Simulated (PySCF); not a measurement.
ClH5N2OSn, SMILES [NH2][Sn]([NH2])([OH])[Cl]. Atoms are numbered in the order given.

```xyz
10

N     -1.5227     1.4544    -0.3460
Sn    -0.0574     0.1209     0.1995
N      1.5356     0.9612     1.1855
O     -0.8054    -1.1706     1.5287
Cl     0.5696    -1.0320    -1.7966
H     -1.6118     1.4550    -1.3725
H     -1.2265     2.4031    -0.0730
H      2.3501     0.9964     0.5550
H      1.7975     0.3300     1.9584
H     -1.7719    -1.2306     1.3939
```

Geometry optimised at PBE-D3(BJ)/def2-SVP. The def2 effective core potentials stand for the cores of Sn; spin–orbit coupling is left out. The values are those of a single conformer.

All values below come from PBE/def2-TZVP in PySCF.

ESP charges are fitted to the potential on shells at 1.4 to 2.0 van der Waals radii. Atomic charges (e):

| atom | Mulliken | Löwdin | ESP fit |
|---|---|---|---|
| N1 | -0.69 | -0.40 | -0.81 |
| Sn2 | 1.07 | 0.31 | 0.83 |
| N3 | -0.70 | -0.40 | -0.79 |
| O4 | -0.62 | -0.32 | -0.64 |
| Cl5 | -0.36 | 0.00 | -0.28 |
| H6 | 0.25 | 0.16 | 0.30 |
| H7 | 0.25 | 0.16 | 0.34 |
| H8 | 0.24 | 0.16 | 0.29 |
| H9 | 0.25 | 0.16 | 0.36 |
| H10 | 0.32 | 0.17 | 0.40 |
